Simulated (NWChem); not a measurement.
# SiH₄SO; SMILES O[SiH2]S

```xyz
7

Si    -0.5442     0.5634     0.0022
O      0.6628     1.7047     0.0206
S      0.1850    -1.4538    -0.0425
H     -1.3325     0.8321     1.2310
H     -1.3901     0.6349    -1.2244
H      1.3051     1.6612    -0.6948
H      0.7734    -1.3927     1.1729
```
Atoms are numbered in this order, from 1.

All runs: NWChem. Geometry: optimised at PBE0/def2-SVP.

### Question
Predict the results for PBE/def2-SVP. Quantities: highest occupied level (eV); orbital gap (eV); dipole (D).

### Answer
```yaml
highest occupied level (eV): -6.22
orbital gap (eV): 6.16
dipole (D): 0.92
```
